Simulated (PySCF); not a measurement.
Computed shifts of a molecule C3H6ClFSi, PBE/pcSseg-1 in PySCF, GIAO, gas phase, atoms alike by connectivity averaged where their shifts nearly agree, in ppm (number of nuclei): ¹³C: 165.8 (1), 126.3 (1), 34.6 (1). ²⁹Si: -9.8 (1). ¹⁹F: -252.9 (1). ¹H: 5.99 (1), 5.85 (2), 2.50 (3). References: ¹³C against TMS (σ = 182.0 ppm); ³⁵Cl against HCl (σ = 936.5 ppm); ²⁹Si against TMS (σ = 335.4 ppm); ¹⁹F against CFCl3 (σ = 133.6 ppm); ¹H against TMS (σ = 31.49 ppm), references at their B3LYP-D3(BJ)/def2-TZVP geometries, non-relativistic (without spin–orbit terms, shifts of atoms bonded to Cl or Br come out too high). The structure is a stationary point at B3LYP-D3(BJ)/def2-SVP. One conformer was computed; it need not be the lowest.

Task: Identify the compound among the candidates.
(A) C/C=C/[Si@@H](F)Cl
(B) C/C(Cl)=C(/F)[SiH3]
(C) C=C[Si@@H](Cl)CF
(D) C/C(Cl)=C/[SiH2]F

Result: D, C/C(Cl)=C/[SiH2]F
